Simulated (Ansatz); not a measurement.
Start from `C=C[O][SbH][F]` and change one atom or group to get `C#COC=C`.

Ansatz, PBE0-D4/def2-TZVP geometries, multiplicity 1. Each molecule was computed in one conformer, which needn't be the lowest.

Elements past krypton have def2 core potentials.

```tsv
property	`C=C[O][SbH][F]`
HOMO–LUMO gap (ωB97M-V/def2-TZVPP) / eV	9.35
HOMO–LUMO gap (PBE0/def2-TZVPP) / eV	5.35
HOMO–LUMO gap (PBE/def2-TZVPP) / eV	3.44
LUMO energy (PBE/def2-TZVPP) / eV	-2.27
LUMO energy (PBE0/def2-TZVPP) / eV	-1.50
HOMO–LUMO gap (B3LYP/def2-TZVPP) / eV	4.88
```

(1) What does the change do to each property? (Best estimate.)

Answers

(1) The calculation gave: 
```tsv
property	`C#COC=C`	shift
HOMO–LUMO gap (ωB97M-V/def2-TZVPP) / eV	11.41	2.06
HOMO–LUMO gap (PBE0/def2-TZVPP) / eV	7.08	1.73
HOMO–LUMO gap (PBE/def2-TZVPP) / eV	4.87	1.43
LUMO energy (PBE/def2-TZVPP) / eV	-1.03	1.24
LUMO energy (PBE0/def2-TZVPP) / eV	-0.01	1.49
HOMO–LUMO gap (B3LYP/def2-TZVPP) / eV	6.60	1.72
```

With PBE0 the HOMO falls by 0.24 eV and the LUMO rises by 1.49 eV, so the gap widens by about 1.73 eV. PBE moves the HOMO by -0.20 eV and ωB97M-V by -0.22 eV.

B3LYP here is the variant with VWN-RPA as its local correlation; programs differ in this.

Spin–orbit coupling is left out; it splits and shifts lone-pair levels of the heavy atoms by tenths of an eV.
